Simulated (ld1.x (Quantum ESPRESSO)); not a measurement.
**Scattering properties, ultrasoft potential for V**

* Element: vanadium (V)
* Generator: ld1.x (Quantum ESPRESSO) 7.5
* Type: ultrasoft
* Functional: LDA (PZ)
* Relativity: scalar-relativistic
* Frozen core: [Ar]
* Valence charge: 5
* Reference configuration: 3d3 4s1.75 4p0.25
* Partial waves: 4s (bound): rcut 2.80, rcutus 3.00 bohr; 4s channel at 3.3 Ry: rcut 2.80, rcutus 3.00 bohr; 4p (bound): rcut 3.15, rcutus 3.40 bohr; 4p channel at 0.4 Ry: rcut 3.15, rcutus 3.40 bohr; 3d (bound): rcut 1.85, rcutus 2.15 bohr; 3d channel at 0.75 Ry: rcut 1.85, rcutus 2.15 bohr; 4f channel at 0.45 Ry: rc 2.60 bohr
* Local potential: the f channel
* Core correction: a·sin(br)/r model core inside 1.40 bohr
* Augmentation charge: built from norm-conserving waves at rcut, not smoothed further

The phase is arctan(r·u′/u) with u = r·R(r), unwrapped; energies in Ry, scanned from -2 to 5 Ry. A pole is an energy at which the radial function vanishes at the test radius. The pseudo phase is shifted by a multiple of π to meet the all-electron one at the reference energy, and phase errors are pseudo minus all-electron; the curves can meet again beyond the range given. Levels narrower than the energy grid can be missing from the lists of poles.

| channel | radius (bohr) | reference energy (Ry) | poles, all-electron | poles, pseudo | unbroken range about the reference energy with phases within 0.05 rad | phase error 1 Ry above the reference energy (rad) |
| --- | --- | --- | --- | --- | --- | --- |
| s | 3.70 | -0.37 | 0.20, 3.96 | 0.17, 2.71, 4.21 | below 0.7 | -0.036 |
| p | 3.70 | -0.13 | 0.79, 4.61 | 0.79, 3.59 | below 2.3 | +0.001 |
| d | 3.70 | -0.42 | -0.38, 1.87 | -0.37, 0.72, 2.83 | below 0.1 | +0.475 |
| f | 3.70 | 0.45 | 2.31 | 2.32 | below 3.5 | +0.001 |

A Bessel basis up to 400 Ry misses an occupied level by 0.34 Ry, so cutoffs and ghosts were not judged.

Phases in the f channel:

```
E (Ry)  all-electron  pseudo
 -2.00         1.402   1.402
 -1.76         1.394   1.394
 -1.52         1.384   1.384
 -1.28         1.373   1.373
 -1.04         1.359   1.359
 -0.80         1.343   1.343
 -0.56         1.322   1.322
 -0.32         1.295   1.295
 -0.08         1.258   1.258
  0.16         1.204   1.204
  0.40         1.117   1.117
  0.64         0.955   0.955
  0.88         0.574   0.575
  1.12        -0.305  -0.304
  1.36        -1.016  -1.014
  1.60        -1.298  -1.296
  1.84        -1.432  -1.431
  2.08        -1.514  -1.512
  2.32        -1.574  -1.572
  2.56        -1.625  -1.622
  2.80        -1.678  -1.673
  3.04        -1.744  -1.734
  3.28        -1.846  -1.824
  3.52        -2.068  -2.001
  3.76        -2.849  -2.534
  4.00        -4.045  -3.797
  4.24        -4.393  -4.309
  4.48        -4.521  -4.477
  4.72        -4.589  -4.559
  4.96        -4.633  -4.609
```
